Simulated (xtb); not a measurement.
CH$_{3}$S (SMILES C[S]), doublet, from a rough starting geometry; GFN2-xTB run with xtb 6.7.1.

Here is a job for xtb.
```
$ xtb mol.xyz --gfn 2 --uhf 1 --opt vtight --json

# file mol.xyz
5

C      0.00627737     0.11898811     0.01086514
S     -0.01224423    -1.67126240     0.01272018
H      1.00757263     0.50901986    -0.00903958
H     -0.56361787     0.54848824     0.89530658
H     -0.46601280     0.58107361    -0.84059196
```

What does xtb print? Leave out banner, timings and long lists.


```
   ID    Z sym.   atoms
    1    6 C      1
    2   16 S      2
    3    1 H      3-5

           -------------------------------------------------
          |                Calculation Setup                |
           -------------------------------------------------

           -------------------------------------------------
          |                 G F N 2 - x T B                 |
           -------------------------------------------------

          ...................................................
          :                      SETUP                      :
          :.................................................:
          :  # basis functions                  17          :
          :  # atomic orbitals                  16          :
          :  # shells                            8          :
          :  # electrons                        13          :
          :  max. iterations                   250          :
          :  Hamiltonian                  GFN2-xTB          :
          :  restarted?                      false          :
          :  GBSA solvation                  false          :
          :  PC potential                    false          :
          :  electronic temp.          300.0000000     K    :
          :  accuracy                    1.0000000          :
          :  -> integral cutoff          0.2500000E+02      :
          :  -> integral neglect         0.1000000E-07      :
          :  -> SCF convergence          0.1000000E-05 Eh   :
          :  -> wf. convergence          0.1000000E-03 e    :
          :  Broyden damping             0.4000000          :
          :  net charge                          0          :
          :  unpaired electrons                  1          :
          ...................................................

 iter      E             dE          RMSdq      gap      omega  full diag
   1     -6.9146214 -0.691462E+01  0.319E+00    5.78       0.0  T
   2     -6.9190610 -0.443960E-02  0.267E+00    5.53       1.0  T
   3     -6.9182460  0.814975E-03  0.293E+00    5.52       1.0  T
   4     -6.9208238 -0.257777E-02  0.654E-01    5.55       1.0  T
   5     -6.9209838 -0.159976E-03  0.326E-01    5.52       1.0  T
   6     -6.9209797  0.407818E-05  0.243E-01    5.52       1.0  T
   7     -6.9209924 -0.127065E-04  0.761E-02    5.52       1.0  T
   8     -6.9209920  0.420378E-06  0.557E-02    5.52       1.0  T
   9     -6.9209932 -0.123130E-05  0.916E-03    5.52       4.9  T
  10     -6.9209932 -0.180880E-07  0.515E-03    5.52       8.7  T
  11     -6.9209932 -0.950696E-08  0.112E-03    5.52      39.9  T
  12     -6.9209932 -0.496027E-09  0.244E-05    5.52    1833.5  T
  13     -6.9209932 -0.299316E-12  0.775E-06    5.52    5769.9  T

   *** convergence criteria satisfied after 13 iterations ***

         :::::::::::::::::::::::::::::::::::::::::::::::::::::
         ::                     SUMMARY                     ::
         :::::::::::::::::::::::::::::::::::::::::::::::::::::
         :: total energy              -6.862655808403 Eh    ::
         :: gradient norm              0.046017617820 Eh/a0 ::
         :: HOMO-LUMO gap              5.517631238950 eV    ::
         ::.................................................::
         :: SCC energy                -6.920993191362 Eh    ::
         :: -> isotropic ES            0.002443107555 Eh    ::
         :: -> anisotropic ES          0.001141615717 Eh    ::
         :: -> anisotropic XC          0.003278371256 Eh    ::
         :: -> dispersion             -0.001431548714 Eh    ::
         :: repulsion energy           0.058337382959 Eh    ::
         :: add. restraining           0.000000000000 Eh    ::
         :: total charge               0.000000000000 e     ::
         :::::::::::::::::::::::::::::::::::::::::::::::::::::

      -----------------------------------------------------------
     |                   =====================                   |
     |                        A N C O P T                        |
     |                   =====================                   |
     |               Approximate Normal Coordinate               |
     |                Rational Function Optimizer                |
      -----------------------------------------------------------
      -----------------------------------------------------------
     |                   =====================                   |
     |                        A N C O P T                        |
     |                   =====================                   |
     |               Approximate Normal Coordinate               |
     |                Rational Function Optimizer                |
      -----------------------------------------------------------

          ...................................................
          :                      SETUP                      :
          :.................................................:
          :   optimization level         verytight          :
          :   max. optcycles                   200          :
          :   ANC micro-cycles                  20          :
          :   degrees of freedom                 9          :
          :.................................................:
          :   RF solver                   davidson          :
          :   write xtbopt.log                true          :
          :   linear?                        false          :
          :   energy convergence         0.1000000E-06 Eh   :
          :   grad. convergence          0.2000000E-03 Eh/α :
          :   maxmium RF displ.          1.0000000          :
          :   Hlow (freq-cutoff)         0.1000000E-01      :
          :   Hmax (freq-cutoff)         5.0000000          :
          :   S6 in model hess.         20.0000000          :
          ...................................................

generating ANC from exact Hessian ...
Using Lindh-Hessian (1995)
[...]
 * total energy  :    -6.8626558 Eh     change       -0.7194245E-13 Eh
 * total energy  :    -6.8662436 Eh     change       -0.3587836E-02 Eh
 * total energy  :    -6.8665194 Eh     change       -0.2757715E-03 Eh
 * total energy  :    -6.8665480 Eh     change       -0.2853922E-04 Eh
 * total energy  :    -6.8665577 Eh     change       -0.9719012E-05 Eh
 * total energy  :    -6.8665578 Eh     change       -0.1748227E-06 Eh
 * total energy  :    -6.8665579 Eh     change       -0.5942722E-08 Eh
   *** GEOMETRY OPTIMIZATION CONVERGED AFTER 7 ITERATIONS ***
[...]
          :  restarted?                      false          :
          :  GBSA solvation                  false          :
          :  PC potential                    false          :
          :  electronic temp.          300.0000000     K    :
          :  accuracy                    1.0000000          :
          :  -> integral cutoff          0.2500000E+02      :
          :  -> integral neglect         0.1000000E-07      :
          :  -> SCF convergence          0.1000000E-05 Eh   :
          :  -> wf. convergence          0.1000000E-03 e    :
          :  Broyden damping             0.4000000          :
          :  net charge                          0          :
          :  unpaired electrons                  1          :
          ...................................................

 iter      E             dE          RMSdq      gap      omega  full diag
   1     -6.9271143 -0.692711E+01  0.474E-05    5.58       0.0  T
   2     -6.9271143 -0.177636E-12  0.275E-05    5.58    1624.4  T
   3     -6.9271143  0.129674E-12  0.290E-05    5.58    1543.9  T

   *** convergence criteria satisfied after 3 iterations ***

         :::::::::::::::::::::::::::::::::::::::::::::::::::::
         ::                     SUMMARY                     ::
         :::::::::::::::::::::::::::::::::::::::::::::::::::::
         :: total energy              -6.866557854571 Eh    ::
         :: gradient norm              0.000020385553 Eh/a0 ::
         :: HOMO-LUMO gap              5.577808393058 eV    ::
         ::.................................................::
         :: SCC energy                -6.927114297369 Eh    ::
         :: -> isotropic ES            0.002750206903 Eh    ::
         :: -> anisotropic ES          0.000584602124 Eh    ::
         :: -> anisotropic XC          0.003552203612 Eh    ::
         :: -> dispersion             -0.001422323230 Eh    ::
         :: repulsion energy           0.060556442798 Eh    ::
         :: add. restraining           0.000000000000 Eh    ::
         :: total charge              -0.000000000000 e     ::
         :::::::::::::::::::::::::::::::::::::::::::::::::::::

           -------------------------------------------------
          |                Property Printout                |
           -------------------------------------------------

    * Orbital Energies and Occupations

         #    Occupation            Energy/Eh            Energy/eV
      -------------------------------------------------------------
         1        2.0000           -0.7156495             -19.4738
         2        2.0000           -0.6151858             -16.7401
         3        2.0000           -0.5129798             -13.9589
         4        2.0000           -0.5129769             -13.9588
         5        2.0000           -0.4817067             -13.1079
         6        1.5000           -0.3815433             -10.3823
         7        1.5000           -0.3815432             -10.3823 (HOMO)
         8                         -0.1765625              -4.8045 (LUMO)
         9                         -0.0046405              -0.1263
        10                         -0.0046392              -0.1262
        11                          0.0101789               0.2770
        12                          0.0101796               0.2770
        13                          0.1272248               3.4620
        14                          0.2150499               5.8518
        15                          0.2150746               5.8525
        16                          0.3229429               8.7877
      -------------------------------------------------------------
                  HL-Gap            0.2049807 Eh            5.5778 eV
             Fermi-level           -0.3302981 Eh           -8.9879 eV

     #   Z          covCN         q      C6AA      α(0)
     1   6 C        3.746    -0.053    21.587     6.627
     2  16 S        0.972    -0.151   145.475    20.400
     3   1 H        0.925     0.068     2.108     2.271
     4   1 H        0.925     0.068     2.108     2.271
     5   1 H        0.925     0.068     2.108     2.271

 Mol. C6AA /au·bohr⁶  :        441.646717
 Mol. C8AA /au·bohr⁸  :      15445.067432
 Mol. α(0) /au        :         33.839199

Wiberg/Mayer (AO) data.
largest (>0.10) Wiberg bond orders for each atom

 ---------------------------------------------------------------------------
     #   Z sym  total        # sym  WBO       # sym  WBO       # sym  WBO
 ---------------------------------------------------------------------------
     1   6 C    3.963 --     2 S    1.055     3 H    0.969     5 H    0.969
                             4 H    0.969
     2  16 S    1.084 --     1 C    1.055
     3   1 H    0.979 --     1 C    0.969
     4   1 H    0.979 --     1 C    0.969
     5   1 H    0.979 --     1 C    0.969
 ---------------------------------------------------------------------------

Topologies differ in total number of bonds
Writing topology from bond orders to xtbtopo.mol

molecular dipole:
                 x           y           z       tot (Debye)
 q only:        0.008       0.648       0.004
   full:        0.012       0.956       0.006       2.430
molecular quadrupole (traceless):
                xx          xy          yy          xz          yz          zz
 q only:        0.813      -0.042      -1.627       0.000       0.009       0.814
  q+dip:        2.079      -0.097      -4.160      -0.000      -0.004       2.081
   full:        1.765      -0.085      -3.531      -0.000       0.002       1.766

optimized geometry written to: xtbopt.xyz

           -------------------------------------------------
          | TOTAL ENERGY               -6.866557854571 Eh   |
          | GRADIENT NORM               0.000020385553 Eh/α |
          | HOMO-LUMO GAP               5.577808393058 eV   |
           -------------------------------------------------

normal termination of xtb
```
